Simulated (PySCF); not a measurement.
C₄H₂F₂, SMILES C#C/C(F)=C\F.

The structure is a stationary point at PBE0-D3(BJ)/def2-SVP. The structure was generated by enumeration; whether it is a known compound was not checked.

Two levels are set side by side: TDA-PBE/def2-SVPD (PySCF) and TDA-CAM-B3LYP/def2-SVPD (PySCF). Vertical, same geometry. The lowest singlet is HOMO→LUMO+1 100 % with PBE and HOMO→LUMO+1 90 % with the other functional; states are paired by order. Differences are taken from unrounded values.

| quantity | TDA-CAM-B3LYP |
|---|---|
| lowest singlet excitation (eV) | 5.42 |
| lowest triplet excitation (TDA) (eV) | 3.31 |
| first bright state (f over 0.05) (eV) | 5.86 |
| its oscillator strength | 0.25 |

Q: What does TDA-PBE give, and how far is it from TDA-CAM-B3LYP? (Estimate from the structure and the level; the computed values follow.)

A: 
| quantity | TDA-PBE | TDA-PBE minus TDA-CAM-B3LYP |
|---|---|---|
| lowest singlet excitation (eV) | 4.89 | -0.53 |
| lowest triplet excitation (TDA) (eV) | 3.27 | -0.04 |
| first bright state (f over 0.05) (eV) | 5.70 | -0.17 |
| its oscillator strength | 0.28 | 0.03 |

Functionals without exact exchange tend to place singlet excitations lower, as here. Differences between two approximate levels are no errors against the true value.

Rough cost on one machine, each run with all the roots and properties that it gave: TDA-CAM-B3LYP against TDA-PBE about 4 times.
